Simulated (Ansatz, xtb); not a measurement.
**Relative energy of two isomers of C6H4FN**

We compare a, `N#CC1=CC(F)=CC1`, a singlet, with b, `N#CC1=C[C@H](F)C=C1`, a singlet. Both are isolated molecules in the gas phase, relaxed with r2SCAN-D4/def2-SVP.

**Question.** Estimate which is lower in electronic energy at CCSD(T)/def2-SVP + ΔMP2/def2-TZVPP, and by roughly how much.

**Answer.** The CCSD(T)/def2-SVP + ΔMP2/def2-TZVPP calculation puts structure a lower, by 0.293 eV.

The same difference at several levels:

```json
{"level": "GFN2-xTB", "geometry": "GFN2-xTB", "E(b) − E(a) (eV)": "+0.452", "departure from the last row (eV)": "+0.159", "job, with rough time for the two": "optimisation, 0.14 s"}
{"level": "HF/STO-3G", "geometry": "GFN2-xTB", "E(b) − E(a) (eV)": "+0.438", "departure from the last row (eV)": "+0.144", "job, with rough time for the two": "single point, 0.36 s"}
{"level": "r2SCAN-D4/def2-SVP//GFN2-xTB", "geometry": "GFN2-xTB", "E(b) − E(a) (eV)": "+0.511", "departure from the last row (eV)": "+0.217", "job, with rough time for the two": "single point, 3.2 s"}
{"level": "r2SCAN-D4/def2-SVP", "geometry": "r2SCAN-D4/def2-SVP", "E(b) − E(a) (eV)": "+0.503", "departure from the last row (eV)": "+0.209", "job, with rough time for the two": "optimisation, 26 s"}
{"level": "HF/def2-SVP", "geometry": "r2SCAN-D4/def2-SVP", "E(b) − E(a) (eV)": "+0.258", "departure from the last row (eV)": "−0.036", "job, with rough time for the two": "part of the CCSD(T) run"}
{"level": "MP2/def2-SVP", "geometry": "r2SCAN-D4/def2-SVP", "E(b) − E(a) (eV)": "+0.395", "departure from the last row (eV)": "+0.102", "job, with rough time for the two": "part of the CCSD(T) run"}
{"level": "CCSD(T)/def2-SVP", "geometry": "r2SCAN-D4/def2-SVP", "E(b) − E(a) (eV)": "+0.322", "departure from the last row (eV)": "+0.029", "job, with rough time for the two": "single point"}
{"level": "CCSD(T)/def2-SVP + ΔMP2/def2-TZVPP", "geometry": "r2SCAN-D4/def2-SVP", "E(b) − E(a) (eV)": "+0.293", "departure from the last row (eV)": "", "job, with rough time for the two": "single point, 59 s"}
```

As drawn, both hold the same kinds of bond in the same numbers.

The levels shown agree on the order. The largest departure from CCSD(T)/def2-SVP + ΔMP2/def2-TZVPP is that of r2SCAN-D4/def2-SVP//GFN2-xTB, 0.217 eV. The last row adds to CCSD(T) the change of the MP2 difference between the two basis sets, here −0.029 eV.

With thermal terms from frequencies at re-optimised GFN2-xTB minima (ideal gas, soft modes damped towards free rotors, one conformer each, 298.15 K, 1 atm): on the last row, ΔE + ΔZPE = +0.288, ΔH = +0.289, ΔG = +0.284 eV.

The correlated steps freeze 8 core orbitals. Mirror images aren't counted in ΔG. Programs: Ansatz 0.2.0, xtb 6.7.1; the last row on 4 threads of Arm Neoverse V1 on a shared host.
